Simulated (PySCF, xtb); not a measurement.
B(F)2(SeH) (BF2HSe), SMILES FB(F)[SeH]. Atoms are numbered in the order given.

```xyz
5

B     -0.0032     0.9629     0.0000
F      1.1306     1.6328     0.0000
F     -1.1326     1.6414     0.0000
Se     0.0428    -0.9762     0.0000
H     -1.4218    -1.0922     0.0000
```
Charge 0, spin multiplicity 1.

The structure is a stationary point at PBE0-D3(BJ)/def2-SVP. One conformer was computed; it need not be the lowest.

Level of theory: IEF-PCM-ωB97X/def2-SVP run with PySCF.

The values are the electrostatic part of the solvation free energy, E(continuum) − E(gas) at the gas-phase geometry, in a cavity of scaled van der Waals radii (PySCF's table); cavitation and dispersion terms are not included. In vacuum the orbital gap is 12.42 eV. The dipole moment in vacuum is 1.04 D.

Computed values in water (ε = 78.36), methanol (ε = 32.61), chlorobenzene (ε = 5.70):
| solvent | ε | ΔG(elec) (kcal/mol) | dipole (D) | gap (eV) |
|---|---|---|---|---|
| water | 78.36 | -2.1 | 1.35 | 12.60 |
| methanol | 32.61 | -2.0 | 1.34 | 12.60 |
| chlorobenzene | 5.70 | -1.5 | 1.27 | 12.60 |

For comparison, GFN2-xTB/ALPB(water) (xtb, at the GFN2-xTB geometry, all terms of that model) gives -1.5 kcal/mol.
